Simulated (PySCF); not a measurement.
Stationary points of Rh₂Se

Method: PBE0 in PySCF with Se def2-TZVP, Rh def2-TZVP with ECP28; scalar-relativistic core potentials, no spin–orbit coupling; density-fitted integrals.

Relaxations began from a few typed shapes. The search is not exhaustive: other isomers or separated fragments can lie lower, and high-lying points may rest on an excited occupation.

(1) Order these stationary points by electronic energy, lowest first, in kJ/mol from the lowest minimum.
A. singlet (closed shell, unstable to spin polarisation) D∞h: Se–Rh 2.111 Å (×2); Rh–Se–Rh 180.0°
B. singlet C2v: Rh–Rh 2.544 Å, Se–Rh 2.195 Å (×2); Rh–Rh–Se 54.6° (×2), Rh–Se–Rh 70.8°

(2) Which of them are minima?

## Answers

(1) B (0.0), A (96.9).

(2) By energy in kJ/mol, 0.0: minimum; 96.9: minimum of the closed-shell surface only.

For the lowest minimum: stability towards spin polarisation was not tested.
